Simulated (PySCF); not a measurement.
**From orbital energies to excitation energies**

C₅H₁₀GeSi.
SMILES with atom numbers: `[CH2:1]=[CH:2][CH2:3][SiH2:4][C:5]#[C:6][GeH3:7]` (hydrogens: H8, H9 on C1; H10 on C2; H11, H12 on C3; H13, H14 on Si4; H15, H16, H17 on Ge7)

Level of theory: PySCF 2.14.0, density-fitted response routines, TDDFT B3LYP/def2-SVPD, vertical, gas phase, core orbitals frozen in the response. One conformer (not necessarily the lowest) at the PBE0-D3(BJ)/def2-SVP geometry, without solvent, vibrations or thermal averaging. The B3LYP/def2-SVPD calculation is non-relativistic and has no spin–orbit coupling, an omission that weighs most on germanium. Torsions of this conformer, `[CH2:1]=[CH:2][CH2:3][SiH2:4][C:5]#[C:6][GeH3:7]`: C1–C2–C3–Si4 110°, C2–C3–Si4–C5 55°.

Orbital energies (eV): HOMO-3 -9.44, HOMO-2 -7.85, HOMO-1 -7.75, HOMO -6.98, LUMO -0.68, LUMO+1 -0.64, LUMO+2 -0.15.

Problem. Among the lowest singlets, which states do these configurations lead, and at what energies: HOMO-1→LUMO+2, HOMO-2→LUMO+2, HOMO→LUMO, HOMO-1→LUMO, HOMO→LUMO+2?

Solution. 

```csv
state,leading configuration,weight,Δε (eV),E (eV),E − Δε (eV),f,other configurations
S2,HOMO→LUMO,0.66,6.30,5.56,-0.74,0.030,"H→L+1 (13%), H-1→L+1 (11%)"
S3,HOMO-1→LUMO,0.65,7.07,5.65,-1.42,0.0059,"H→L+1 (17%), H-1→L+1 (10%)"
S6,HOMO→LUMO+2,0.77,6.83,6.34,-0.49,0.062,H→L+3 (14%)
S8,HOMO-1→LUMO+2,0.89,7.59,6.78,-0.82,0.017,–
S10,HOMO-2→LUMO+2,0.69,7.69,6.94,-0.76,0.079,H-2→L+3 (11%)
```

E − Δε runs from -1.42 to -0.49 eV. By orbital difference alone the order would be S2, S6, S3, S8, S10. Δε is the difference of the two orbital energies.

H and L stand for HOMO and LUMO. The other states: S1 5.49 eV, f 0.0067, H→L+1 (42%), H-2→L+1 (22%), H-1→L (15%); S4 5.85 eV, f 0.016, H-2→L (37%), H-1→L+1 (32%), H→L (16%); S5 5.92 eV, f 0.0080, H-2→L+1 (56%), H→L+1 (21%), H-2→L (9%); S7 6.63 eV, f 0.254, H→L+3 (70%); S9 6.81 eV, f 0.0079, H→L+5 (47%), H→L+4 (37%).

Triplets (Tamm–Dancoff): T1 4.26 eV, H→L+2 (33%), H→L+3 (33%), H→L+1 (14%); T2 4.62 eV, H-2→L (33%), H-1→L+1 (32%); T3 5.00 eV, H-1→L+1 (36%), H-2→L (25%), H-1→L (10%); T4 5.00 eV, H-1→L (36%), H-2→L+1 (28%), H-1→L+1 (11%).

Summed over the main configurations (up to three a state, each over 8%) of all 10 singlets, the electron leaves HOMO with weight 4.21, HOMO-1 with weight 2.21 and HOMO-2 with weight 2.05.

The vertical ionisation energy (ΔSCF) is 8.92 eV, 1.98 eV above S10.

Hardware: one thread of an Arm Neoverse V1, shared host with 32 logical CPUs at a one-minute load of 23. Cost: 4.6 min, 1.2 GiB resident at most.
